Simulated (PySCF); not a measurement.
**Fractional electron number in Zr²⁺ (zirconium, charge +2)**

The 4d alpha orbital of [Kr] 4d2 is emptied in steps (occupation f), with all orbitals relaxed, ending at [Kr] 4d1. Calculation: PySCF 2.14, in def2-TZVPPD with the def2 core potential (28 electrons) (6s4p3d2f1g, 56 functions); a scalar-relativistic core potential. The exact energy is a straight line in f; departures are measured from the line between the end points of the same method.

```tsv
f	HSE06 (eV)
1	0.000
0.9	-0.374
0.7	-0.874
0.5	-1.041
0.3	-0.874
0.1	-0.374
0	0.000
```

| method | E(f=0) − E(f=1) (eV) | −ε at f=1 (eV) | −ε at f=0.5 (eV) |
| --- | --- | --- | --- |
| HSE06 | 23.309 | 19.160 | 23.306 |

Orbital energy along the path (eV):

```
  f    HSE06
  1  -19.160
0.9  -19.982
0.7  -21.638
0.5  -23.306
0.3  -24.976
0.1  -26.639
  0  -27.458
```

Reference removal energy between the ground levels: 23.170 eV (semi-empirical (NIST evaluation); NIST Atomic Spectra Database, ionization energies). The calculation has no spin-orbit coupling.
